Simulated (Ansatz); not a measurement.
Consider the formal exchange of groups at the Se–C bond: `O=CC([SiH3])[SeH]` + `COC` → `COC[SeH]` + `O=CC[SiH3]`.

Program: Ansatz. Geometries: PBE0-D4/def2-TZVP. ΔE: electronic, gas phase. CBS: MP2 limit from def2 TZ/QZ plus the TZ coupled-cluster correction, frozen cores. Functionals use def2-TZVPP. B3LYP here is the variant with VWN-RPA as its local correlation; programs differ in this. For Se outer-core shells are correlated without core-valence functions, which leaves a few kJ/mol of doubt a bond. Scalar relativity is left out up to krypton. Each species was taken in one conformer, which may not be the lowest.

`O=CC([SiH3])[SeH]`:

```xyz
11

O    -2.013    0.984   -0.444
C    -1.455   -0.022   -0.098
C    -0.157   -0.102    0.624
Si    1.218   -0.622   -0.583
Se    0.405    1.586    1.438
H    -1.882   -1.017   -0.343
H    -0.233   -0.872    1.397
H     2.478   -0.737    0.189
H     1.328    0.407   -1.642
H     0.894   -1.944   -1.189
H    -0.584    2.339    0.652
```

`COC`:

Cartesian coordinates in Å:
```
C -0.856 -0.319 -0.717
O 0.473 -0.575 -0.366
C 0.911 0.251 0.674
H -1.538 -0.489 0.128
H -1.122 -0.998 -1.528
H -0.990 0.717 -1.062
H 0.313 0.106 1.586
H 1.949 -0.007 0.889
H 0.859 1.314 0.396
```

`COC[SeH]`:

```xyz
10

C    -0.078    0.027   -1.335
O     0.103    1.021   -0.359
C     0.390    0.530    0.897
Se   -1.105   -0.376    1.829
H    -0.959   -0.587   -1.113
H    -0.226    0.535   -2.287
H     0.804   -0.624   -1.406
H     1.226   -0.177    0.890
H     0.632    1.379    1.534
H    -0.786   -1.727    1.350
```

`O=CC[SiH3]`:

```xyz
10

O     0.717   -0.889   -1.701
C     0.434    0.252   -1.452
C    -0.085    0.714   -0.126
Si   -0.248   -0.692    1.124
H     0.552    1.037   -2.230
H     0.579    1.502    0.250
H    -1.048    1.214   -0.286
H     1.074   -1.310    1.390
H    -0.768   -0.113    2.392
H    -1.207   -1.714    0.639
```

```json
{"level": "PBE-D4", "ΔE (kcal/mol)": "-1.2", "difference from CCSD(T)/CBS": "0.0"}
{"level": "r2SCAN-D4", "ΔE (kcal/mol)": "-1.6", "difference from CCSD(T)/CBS": "-0.4"}
{"level": "PBE0-D4", "ΔE (kcal/mol)": "-1.4", "difference from CCSD(T)/CBS": "-0.2"}
{"level": "B3LYP-D4", "ΔE (kcal/mol)": "-1.7", "difference from CCSD(T)/CBS": "-0.5"}
{"level": "ωB97X-V", "ΔE (kcal/mol)": "-2.1", "difference from CCSD(T)/CBS": "-0.9"}
{"level": "ωB97M-V", "ΔE (kcal/mol)": "-2.0", "difference from CCSD(T)/CBS": "-0.8"}
{"level": "PBE0", "ΔE (kcal/mol)": "-2.0", "difference from CCSD(T)/CBS": "-0.8"}
{"level": "B3LYP", "ΔE (kcal/mol)": "-2.8", "difference from CCSD(T)/CBS": "-1.6"}
{"level": "HF/def2-TZVPP", "ΔE (kcal/mol)": "-3.8", "difference from CCSD(T)/CBS": "-2.6"}
{"level": "SCS-MP2/def2-TZVPP", "ΔE (kcal/mol)": "-1.0", "difference from CCSD(T)/CBS": "0.2"}
{"level": "CCSD/def2-TZVPP", "ΔE (kcal/mol)": "-2.0", "difference from CCSD(T)/CBS": "-0.8"}
{"level": "CCSD(T)/def2-TZVPP", "ΔE (kcal/mol)": "-1.5", "difference from CCSD(T)/CBS": "-0.3"}
{"level": "HF/def2-QZVPP", "ΔE (kcal/mol)": "-3.8", "difference from CCSD(T)/CBS": "-2.6"}
{"level": "MP2/def2-QZVPP", "ΔE (kcal/mol)": "0.0", "difference from CCSD(T)/CBS": "1.2"}
{"level": "HF/CBS(def2)", "ΔE (kcal/mol)": "-3.8", "difference from CCSD(T)/CBS": "-2.6"}
{"level": "MP2/CBS(def2)", "ΔE (kcal/mol)": "0.1", "difference from CCSD(T)/CBS": "1.3"}
{"level": "CCSD(T)/CBS", "ΔE (kcal/mol)": "-1.2", "difference from CCSD(T)/CBS": "0"}
```

Largest T1 diagnostic among the species: 0.014.

The D4 term adds +1.1 kcal/mol with B3LYP and +0.6 kcal/mol with PBE0; it sums over pairs of atoms, weighted by their polarisabilities, and B3LYP, whose exchange is more repulsive, gets the larger term. In def2-TZVPP, CCSD(T) changes the Hartree–Fock value by +2.3 kcal/mol (the triples alone add +0.5 kcal/mol) and MP2 by +3.6 kcal/mol.
